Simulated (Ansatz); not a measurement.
Basis sets compared for Ca2Te2 (the lowest singlet isomer of a short search). The state is a singlet with charge 0. Geometry PBE-D4/def2-SVP. Ansatz on 4 threads of Arm Neoverse V2 on a shared host; times are rough, and most runs start from earlier orbitals.

```xyz
4

Ca   -1.235   -0.756    0.942
Ca    1.235    0.756   -0.942
Te   -0.795    2.081    0.628
Te    0.795   -2.081   -0.628
```

In the def2 sets Te takes a core potential; there is no spin–orbit coupling. The structure comes from a short search, and lower isomers may exist.

Binding counts from free atoms (Ca singlet, Te triplet) in the same basis, without a counterpoise term.

```
                            level  functions  energy (Eh)  HOMO (eV)  LUMO (eV)  binding per atom (eV)  wall time
                  PBE-D4/def2-SVP        100   -1890.7843      -4.26      -2.35                   2.54      1.2 s
                 PBE-D4/def2-TZVP        172   -1890.9747      -4.38      -2.42                   2.52      2.1 s
r2SCAN-D4/def2-TZVP (with forces)        172   -1891.5706      -4.52      -1.99                   2.60      5.5 s
                 PBE0-D4/def2-SVP        100   -1890.9158      -5.09      -1.84                   2.47      1.9 s
                PBE0-D4/def2-TZVP        172   -1891.1028      -5.18      -1.91                   2.46      4.3 s
```

(1) Estimate the rows for PBE-D4/def2-TZVPD, r2SCAN-D4/def2-TZVPD, PBE0-D4/def2-TZVPD.

Answers

(1) 
| level | functions | energy (Eh) | HOMO (eV) | LUMO (eV) | binding per atom (eV) | wall time |
| --- | --- | --- | --- | --- | --- | --- |
| PBE-D4/def2-TZVPD | 190 | -1890.9753 | -4.39 | -2.43 | 2.53 | 3.2 s |
| r2SCAN-D4/def2-TZVPD | 190 | -1891.5710 | -4.53 | -1.99 | 2.61 | 6 s |
| PBE0-D4/def2-TZVPD | 190 | -1891.1032 | -5.19 | -1.92 | 2.46 | 4 s |
